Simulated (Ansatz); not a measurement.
`C[O][Zn][CH3]` and `C#C[O][Zn][CH3]` differ in one atom or group.

Ansatz, PBE0-D4/def2-TZVP geometries, multiplicity 1. Each molecule was computed in one conformer, which needn't be the lowest.

Scalar relativity is left out up to krypton.

| property | `C[O][Zn][CH3]` |
| --- | --- |
| HOMO–LUMO gap (ωB97M-V/def2-TZVPP) / eV | 10.60 |
| HOMO–LUMO gap (PBE0/def2-TZVPP) / eV | 6.85 |
| LUMO energy (PBE/def2-TZVPP) / eV | -1.03 |
| size of the dipole moment (PBE/def2-TZVPP) / D | 1.50 |
| size of the dipole moment (ωB97M-V/def2-TZVPP) / D | 1.55 |
| HOMO energy (ωB97M-V/def2-TZVPP) / eV | -9.53 |

Give the same properties after the change, and the shifts. (Best estimate.)

The calculation gave: 
```
                                          property  `C#C[O][Zn][CH3]`  shift
           HOMO–LUMO gap (ωB97M-V/def2-TZVPP) / eV               9.27  -1.33
              HOMO–LUMO gap (PBE0/def2-TZVPP) / eV               5.54  -1.31
                 LUMO energy (PBE/def2-TZVPP) / eV              -1.71  -0.68
    size of the dipole moment (PBE/def2-TZVPP) / D               3.90   2.40
size of the dipole moment (ωB97M-V/def2-TZVPP) / D               3.75   2.20
             HOMO energy (ωB97M-V/def2-TZVPP) / eV              -8.65   0.88
```

With PBE0 the HOMO rises by 0.72 eV and the LUMO falls by 0.59 eV, so the gap narrows by about 1.31 eV. PBE moves the HOMO by 0.45 eV and ωB97M-V by 0.88 eV. Dipoles are sizes alone; their direction can turn.
